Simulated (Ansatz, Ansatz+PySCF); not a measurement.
```yaml
atoms:
  - { symbol: C, position_ang: [0.0041, -0.0461, -0.8360] }
  - { symbol: C, position_ang: [0.0048, 0.6182, 0.5376] }
  - { symbol: C, position_ang: [-0.0233, -0.6352, 0.5402] }
  - { symbol: H, position_ang: [0.9177, -0.0452, -1.4851] }
  - { symbol: H, position_ang: [-0.9363, 0.0011, -1.5106] }
  - { symbol: H, position_ang: [-0.0119, 1.5460, 1.0202] }
  - { symbol: H, position_ang: [0.0123, -1.5700, 0.9971] }
```

Basis set: def2-SVP (spherical functions). Frozen core: 3 orbitals. Charge 0, multiplicity 1.

Computed with Ansatz (development build ahead of 0.2.0); each method stands on the lowest determinant of its kind that the runs found. Restricted open shells among the atoms or ions are ROHF, correlated in semicanonical orbitals with singles. Restricted functionals stand beside restricted open-shell atoms, which can lie above the unrestricted atoms usual in DFT and then raise those values.

Task: Give the atomization energy at this shape (free ground-state atoms in the same class of orbitals less the molecule, no zero-point energy) of singlet C₃H₄ by ωB97X (unrestricted), ωB97X (restricted), r²SCAN (unrestricted), r²SCAN (restricted), PBE0 (restricted), PBE0 (unrestricted), PBE (unrestricted), PBE (restricted), RHF-CCSD(T), RHF-MP2, UHF-MP2, RHF, UHF.

Result:

```
               method  atomization energy
 ωB97X (unrestricted)            29.58 eV
   ωB97X (restricted)            29.80 eV
r²SCAN (unrestricted)            29.64 eV
  r²SCAN (restricted)            29.87 eV
    PBE0 (restricted)            30.07 eV
  PBE0 (unrestricted)            29.94 eV
   PBE (unrestricted)            30.45 eV
     PBE (restricted)            30.55 eV
          RHF-CCSD(T)            28.14 eV
              RHF-MP2            28.57 eV
              UHF-MP2            28.55 eV
                  RHF            22.10 eV
                  UHF            21.77 eV
```

Caution: the shape is not the minimum.
